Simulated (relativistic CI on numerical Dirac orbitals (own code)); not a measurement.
**Transition arrays of Se XVI**

These numbers are calculated, not measured: Dirac-Coulomb-Breit CI, separate exchange-only KLI orbitals for each configuration, model QED, valence Slater integrals scaled by 0.9, whole transition arrays (own radial code, finite nucleus).

CI space (outside the closed core [Ne] 3s2): 3p6.3d, 3p6.4f, 3p5.3d2, 3p6.4p, 3p6.5f. Levels of other configurations are missing.

All E1 lines from the levels of 3p6.3d; mean and standard deviation are weighted by gf, and upper levels are sorted by their leading configuration.

| Upper configuration | Lines | Σgf | Mean (eV) | Mean (nm) | σ (eV) | Strongest line (nm) |
| --- | --- | --- | --- | --- | --- | --- |
| 3p6.4f | 3 | 8.1 | 289.83 | 4.278 | 0.64 | 4.285 |
| 3p5.3d2 | 60 | 22.5 | 118.22 | 10.487 | 6.12 | 10.162 |
| 3p6.4p | 3 | 0.4 | 225.56 | 5.497 | 0.63 | 5.490 |
| 3p6.5f | 3 | 2.4 | 371.65 | 3.336 | 0.65 | 3.341 |

Σgf per state of the lower configuration in bins of 0.2 nm over the central range (centre: value): 3.3: 0.24, 4.3: 0.81, 5.5: 0.04, 10.1: 1.05, 10.3: 0.44, 10.9: 0.39, 11.1: 0.30.

(1) How do configuration mixing and the scaling of the Slater integrals move the arrays?

Results:

(1) Slater scale 0.9, no configuration mixing: 3p6.4f 289.5 ± 0.6 eV (Σgf 7.1), 3p5.3d2 118.2 ± 6.0 eV (Σgf 23.0), 3p6.4p 225.5 ± 0.6 eV (Σgf 0.5), 3p6.5f 371.5 ± 0.7 eV (Σgf 2.0); Slater scale 1: 3p6.4f 289.9 ± 0.6 eV (Σgf 8.3), 3p5.3d2 120.8 ± 6.6 eV (Σgf 23.0), 3p6.4p 225.6 ± 0.6 eV (Σgf 0.3), 3p6.5f 371.7 ± 0.7 eV (Σgf 2.4); Slater scale 0.8: 3p6.4f 289.8 ± 0.6 eV (Σgf 8.0), 3p5.3d2 115.6 ± 5.6 eV (Σgf 22.1), 3p6.4p 225.5 ± 0.6 eV (Σgf 0.4), 3p6.5f 371.6 ± 0.7 eV (Σgf 2.4). With mixing, levels are counted to their leading configuration, so an array can shrink or vanish into another, and the sums then hold other lines.
